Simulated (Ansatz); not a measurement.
System: CBr2Cl2, charge 0, singlet. CBr2Cl2 (SMILES ClC(Cl)(Br)Br).
B3LYP-D3(BJ)/def2-TZVP minimum from Ansatz (a program for electronic structure):
```xyz
5

Cl    -0.5909    -1.7309    -0.8897
C     -0.1952    -0.3368     0.1278
Cl    -0.7682    -0.6150     1.7801
Br    -1.0560     1.2695    -0.6008
Br     1.7496    -0.0723     0.1464
```

Atomisation energy term by term, kcal/mol (programs: Ansatz). Radicals and triplets start from unrestricted determinants; spin-orbit coupling is neglected. Cores are frozen in correlated methods (noble-gas shells, and filled d and f shells in the p block). No relativity. CBS(X,Y): correlation extrapolated as X^-3, Hartree-Fock from the larger set. A bracket is a step between two methods taken in the basis named. Spin-orbit terms, left out, reach several kcal/mol for Br and I, and more for heavier atoms.

```csv
term,basis,kcal/mol
Hartree-Fock,def2-QZVPP,154.21
CCSD correlation,"CBS(def2-TZVPP,def2-QZVPP)",117.75
(T),"CBS(def2-TZVPP,def2-QZVPP)",16.48
CCSDT(Q) - CCSD(T),def2-SVP,0.52
sum: De,,289.0
```
